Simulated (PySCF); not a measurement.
## K¹⁸⁺: ionisation energy

K¹⁸⁺ 1s1 (2S) → K¹⁹⁺ (bare nucleus), as a difference of total energies. Computed with PySCF 2.14 in an uncontracted even-tempered set (17 s from 14 bohr⁻², ratio 2.2; 7 p from 21 bohr⁻², ratio 2.4; 4 d from 63 bohr⁻², ratio 2.4; 3 f from 94 bohr⁻², ratio 2.4; 3 g from 140 bohr⁻², ratio 2.4), with the spin-free X2C one-electron Hamiltonian (Gaussian nucleus). The calculations carry no spin-orbit coupling.

```csv
method,ionisation energy (eV),difference from reference (eV)
UHF,4935.5,+1.5
LDA,4914.0,-20.0
PBE,4932.5,-1.5
PBE0,4933.3,-0.7
r2SCAN,4935.6,+1.6
M06,4935.5,+1.5
revPBE,4934.9,+0.9
```

Reference: 4934.0 eV (theoretical estimate listed by NIST; NIST Atomic Spectra Database, ionization energies).
